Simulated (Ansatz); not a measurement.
Nudged elastic band run: BFH3In

Input:

```yaml
crystal:
  periodic: [false, false, false]
  atoms:
    - { symbol: B, position_ang: [-0.930758, 0.285399, -0.836049] }
    - { symbol: In, position_ang: [0.713333, -0.044981, 0.730239] }
    - { symbol: F, position_ang: [1.502367, -1.845293, 0.631919] }
    - { symbol: H, position_ang: [-2.076068, 0.023051, -0.599283] }
    - { symbol: H, position_ang: [-0.674593, 0.717739, -1.924197] }
    - { symbol: H, position_ang: [1.46571, 0.864086, 1.997361] }
basis:
  gaussian: { orbitals: def2-SVP }
hamiltonian:
  xc: hf
neb:
  order_check: false
  images: 9
  f_tol: 0.03
  max_iterations: 60
  final_atoms:
    - { symbol: B, position_ang: [-0.39774642, 0.11311167, -0.36251458] }
    - { symbol: In, position_ang: [1.61220978, -0.35148446, 1.52603298] }
    - { symbol: F, position_ang: [0.40304501, -1.15553657, -0.17655282] }
    - { symbol: H, position_ang: [-1.55989068, -0.0964301, -0.09896881] }
    - { symbol: H, position_ang: [-0.14336642, 0.60136293, -1.4398983] }
    - { symbol: H, position_ang: [0.08573973, 0.88897753, 0.55189154] }
  initial_path:
    images:
      - { positions_ang: [[-0.930758, 0.285399, -0.836049], [0.713333, -0.044981, 0.730239], [1.502367, -1.845293, 0.631919], [-2.076068, 0.023051, -0.599283], [-0.674593, 0.717739, -1.924197], [1.46571, 0.864086, 1.997361]] }
      - { positions_ang: [[-0.86446407, 0.30510113, -0.7558312], [0.77944615, -0.06935943, 0.78715647], [1.47901553, -1.88326665, 0.58870837], [-1.99999937, 0.0367707, -0.51391209], [-0.6007829, 0.73227764, -1.83650455], [1.20677566, 0.8784776, 1.73037301]] }
      - { positions_ang: [[-0.79817014, 0.32480326, -0.67561341], [0.8455593, -0.09373785, 0.84407393], [1.45566405, -1.9212403, 0.54549774], [-1.92393073, 0.0504904, -0.42854118], [-0.5269728, 0.74681628, -1.7488121], [0.94784132, 0.8928692, 1.46338501]] }
      - { positions_ang: [[-0.73187621, 0.34450539, -0.59539561], [0.91167245, -0.11811628, 0.9009914], [1.43231258, -1.95921395, 0.50228711], [-1.8478621, 0.06421011, -0.34317027], [-0.45316271, 0.76135492, -1.66111966], [0.68890698, 0.9072608, 1.19639702]] }
      - { positions_ang: [[-0.66558228, 0.36420753, -0.51517782], [0.9777856, -0.1424947, 0.95790887], [1.40896111, -1.9971876, 0.45907649], [-1.77179347, 0.07792981, -0.25779936], [-0.37935261, 0.77589357, -1.57342721], [0.42997265, 0.9216524, 0.92940903]] }
      - { positions_ang: [[-0.59928835, 0.38390966, -0.43496002], [1.04389875, -0.16687313, 1.01482634], [1.38560964, -2.03516125, 0.41586586], [-1.69572483, 0.09164951, -0.17242845], [-0.30554251, 0.79043221, -1.48573476], [0.17103831, 0.936044, 0.66242104]] }
      - { positions_ang: [[-0.55897997, 0.32975006, -0.42047094], [1.15756096, -0.20379539, 1.11706766], [1.18909671, -1.85923632, 0.29738212], [-1.668558, 0.05403359, -0.15773652], [-0.27310729, 0.75261835, -1.47656747], [0.15397859, 0.92663071, 0.64031514]] }
      - { positions_ang: [[-0.51867158, 0.27559046, -0.40598185], [1.27122317, -0.24071766, 1.21930899], [0.99258379, -1.68331138, 0.17889839], [-1.64139117, 0.01641767, -0.14304459], [-0.24067208, 0.7148045, -1.46740018], [0.13691887, 0.91721742, 0.61820924]] }
      - { positions_ang: [[-0.4783632, 0.22143087, -0.39149276], [1.38488537, -0.27763993, 1.32155032], [0.79607086, -1.50738645, 0.06041465], [-1.61422434, -0.02119825, -0.12835267], [-0.20823686, 0.67699064, -1.45823288], [0.11985916, 0.90780412, 0.59610334]] }
      - { positions_ang: [[-0.43805481, 0.16727127, -0.37700367], [1.49854758, -0.3145622, 1.42379165], [0.59955794, -1.33146151, -0.05806908], [-1.58705751, -0.05881417, -0.11366074], [-0.17580164, 0.63917678, -1.44906559], [0.10279944, 0.89839083, 0.57399744]] }
      - { positions_ang: [[-0.39774642, 0.11311167, -0.36251458], [1.61220978, -0.35148446, 1.52603298], [0.40304501, -1.15553657, -0.17655282], [-1.55989068, -0.0964301, -0.09896881], [-0.14336642, 0.60136293, -1.4398983], [0.08573973, 0.88897753, 0.55189154]] }
```

Command:

```bash
$ ansatz run input.yaml --threads 1 --pin off --max-ram 2048MiB --backend cpu --events-out ev --progress --plain --runs-dir out
```

Output, in part (warnings, iteration lines, the closing report on the highest movable image, with atoms numbered from 0):

```
NEB end point (image 0): max|allowed force component| = 1.581e-2 eV/Å (the criterion of neb.relax_end_points is 1.000e-2)
NEB end point (image 10): max|allowed force component| = 1.589e-2 eV/Å (the criterion of neb.relax_end_points is 1.000e-2)
NEB iter   1: max|band force component| = 3.163e1 eV/Å  barrier→ = 8.6927 eV  barrier← = 10.7391 eV  Δτ_max = 0.1991 Å  (527 SCF iters)
NEB iter   2: max|band force component| = 6.908e0 eV/Å  barrier→ = 4.0203 eV  barrier← = 6.0667 eV  Δτ_max = 0.2000 Å  (364 SCF iters)
NEB iter   3: max|band force component| = 4.001e0 eV/Å  barrier→ = 3.3723 eV  barrier← = 5.4188 eV  Δτ_max = 0.2000 Å  (335 SCF iters)
NEB iter   4: max|band force component| = 2.124e0 eV/Å  barrier→ = 2.5328 eV  barrier← = 4.5792 eV  Δτ_max = 0.2000 Å  (335 SCF iters)
NEB iter   5: max|band force component| = 2.764e0 eV/Å  barrier→ = 1.8652 eV  barrier← = 3.9116 eV  Δτ_max = 0.2000 Å  (334 SCF iters)
NEB iter   6: max|band force component| = 3.048e0 eV/Å  barrier→ = 1.1238 eV  barrier← = 3.1702 eV  Δτ_max = 0.1968 Å  (332 SCF iters)
NEB iter   7: max|band force component| = 2.159e0 eV/Å  barrier→ = 1.0169 eV  barrier← = 3.0633 eV  Δτ_max = 0.2000 Å  (329 SCF iters)
NEB iter   8: max|band force component| = 2.673e0 eV/Å  barrier→ = 1.0599 eV  barrier← = 3.1063 eV  Δτ_max = 0.1029 Å  (326 SCF iters)
NEB iter   9: max|band force component| = 2.403e0 eV/Å  barrier→ = 0.9944 eV  barrier← = 3.0409 eV  Δτ_max = 0.1024 Å  (326 SCF iters)
NEB iter  10: max|band force component| = 1.933e0 eV/Å  barrier→ = 0.8855 eV  barrier← = 2.9320 eV  Δτ_max = 0.1001 Å  (328 SCF iters)
NEB iter  11: max|band force component| = 1.131e0 eV/Å  barrier→ = 0.7976 eV  barrier← = 2.8440 eV  Δτ_max = 0.1005 Å  (332 SCF iters)
NEB iter  12: max|band force component| = 6.235e-1 eV/Å  barrier→ = 0.7931 eV  barrier← = 2.8395 eV  Δτ_max = 0.1002 Å  (329 SCF iters)
NEB iter  13: max|band force component| = 3.852e-1 eV/Å  barrier→ = 0.8460 eV  barrier← = 2.8924 eV  CI = image 2  Δτ_max = 0.1008 Å  (327 SCF iters)
NEB iter  14: max|band force component| = 4.318e-1 eV/Å  barrier→ = 0.9342 eV  barrier← = 2.9807 eV  CI = image 2  Δτ_max = 0.0502 Å  (327 SCF iters)
NEB iter  15: max|band force component| = 5.792e-1 eV/Å  barrier→ = 0.9718 eV  barrier← = 3.0183 eV  CI = image 2  Δτ_max = 0.0251 Å  (327 SCF iters)
NEB iter  16: max|band force component| = 4.992e-1 eV/Å  barrier→ = 0.9883 eV  barrier← = 3.0347 eV  CI = image 2  Δτ_max = 0.0250 Å  (331 SCF iters)
NEB iter  17: max|band force component| = 4.586e-1 eV/Å  barrier→ = 1.0031 eV  barrier← = 3.0496 eV  CI = image 2  Δτ_max = 0.0502 Å  (329 SCF iters)
NEB iter  18: max|band force component| = 4.256e-1 eV/Å  barrier→ = 1.0352 eV  barrier← = 3.0817 eV  CI = image 2  Δτ_max = 0.0502 Å  (326 SCF iters)
NEB iter  19: max|band force component| = 3.603e-1 eV/Å  barrier→ = 1.0429 eV  barrier← = 3.0893 eV  CI = image 2  Δτ_max = 0.1005 Å  (328 SCF iters)
NEB iter  20: max|band force component| = 1.887e-1 eV/Å  barrier→ = 1.0411 eV  barrier← = 3.0875 eV  CI = image 2  Δτ_max = 0.1979 Å  (325 SCF iters)
NEB iter  21: max|band force component| = 1.012e0 eV/Å  barrier→ = 1.0414 eV  barrier← = 3.0878 eV  CI = image 2  Δτ_max = 0.1000 Å  (304 SCF iters)
NEB iter  22: max|band force component| = 1.160e-1 eV/Å  barrier→ = 1.0414 eV  barrier← = 3.0878 eV  CI = image 2  Δτ_max = 0.2000 Å  (311 SCF iters)
NEB iter  23: max|band force component| = 1.548e-1 eV/Å  barrier→ = 1.0414 eV  barrier← = 3.0878 eV  CI = image 2  Δτ_max = 0.1000 Å  (306 SCF iters)
NEB iter  24: max|band force component| = 7.441e-2 eV/Å  barrier→ = 1.0414 eV  barrier← = 3.0878 eV  CI = image 2  Δτ_max = 0.1187 Å  (310 SCF iters)
NEB iter  25: max|band force component| = 3.286e-1 eV/Å  barrier→ = 1.0414 eV  barrier← = 3.0878 eV  CI = image 2  Δτ_max = 0.0584 Å  (307 SCF iters)
NEB iter  26: max|band force component| = 3.711e-1 eV/Å  barrier→ = 1.0414 eV  barrier← = 3.0878 eV  CI = image 2  Δτ_max = 0.0294 Å  (300 SCF iters)
NEB iter  27: max|band force component| = 1.059e-1 eV/Å  barrier→ = 1.0414 eV  barrier← = 3.0878 eV  CI = image 2  Δτ_max = 0.0589 Å  (310 SCF iters)
NEB iter  28: max|band force component| = 7.885e-2 eV/Å  barrier→ = 1.0414 eV  barrier← = 3.0878 eV  CI = image 2  Δτ_max = 0.0562 Å  (311 SCF iters)
NEB iter  29: max|band force component| = 1.004e-2 eV/Å  barrier→ = 1.0414 eV  barrier← = 3.0878 eV  CI = image 2  Δτ_max = 0.0000 Å  (810 SCF iters)
Total energy: -8569.14490208 eV, -314.9102667765 hartree
Atom 0 at    -0.824297     0.347288    -0.691778 Å, force    -0.000080    -0.000060    -0.000216 eV/Å
Atom 1 at     0.694573    -0.826118     0.305081 Å, force     0.000166    -0.000287     0.000013 eV/Å
Atom 2 at     2.022615    -1.963037     1.118796 Å, force     0.000026    -0.000065     0.000029 eV/Å
Atom 3 at    -1.883621     0.400055    -0.147169 Å, force    -0.000016     0.000061     0.000079 eV/Å
Atom 4 at    -0.433107     1.113624    -1.517159 Å, force    -0.000025     0.000093     0.000037 eV/Å
Atom 5 at     0.423828     0.928189     0.932218 Å, force    -0.000071     0.000259     0.000057 eV/Å
Dipole moment:    -0.268784    -0.014780    -0.292215 e Å
```

The forces met the threshold. Beside the main top the profile has a ripple of under 15 meV (maxima at images 2, 6), which may be a very shallow well or noise. Neighbouring images differ by up to 2.1 eV, so the band resolves the path poorly. A vibrational analysis at the climbing image gives one clearly imaginary mode, 582i cm⁻¹: a first-order saddle point.

Final band (atoms are numbered from 1 in the order of the input):

| image | path coordinate (Å) | energy (kcal/mol) | B1–F3 (Å) | B1–H6 (Å) |
| --- | --- | --- | --- | --- |
| 0 | 0.00 | 0.0 | 3.55 | 3.76 |
| 1 | 1.07 | 8.9 | 3.99 | 3.09 |
| 2 | 2.13 | 24.0 | 4.09 | 2.13 |
| 3 | 3.36 | -24.6 | 4.64 | 1.21 |
| 4 | 4.59 | -26.4 | 5.63 | 1.20 |
| 5 | 5.81 | -26.1 | 6.30 | 1.20 |
| 6 | 7.04 | -26.1 | 5.77 | 1.20 |
| 7 | 8.27 | -26.9 | 4.42 | 1.20 |
| 8 | 9.50 | -30.2 | 3.13 | 1.20 |
| 9 | 10.72 | -40.1 | 1.80 | 1.22 |
| 10 | 11.95 | -47.2 | 1.51 | 1.29 |

Run time: 5 min on 1 thread of Arm Neoverse V1 (shared host), peak memory 0.14 GiB.
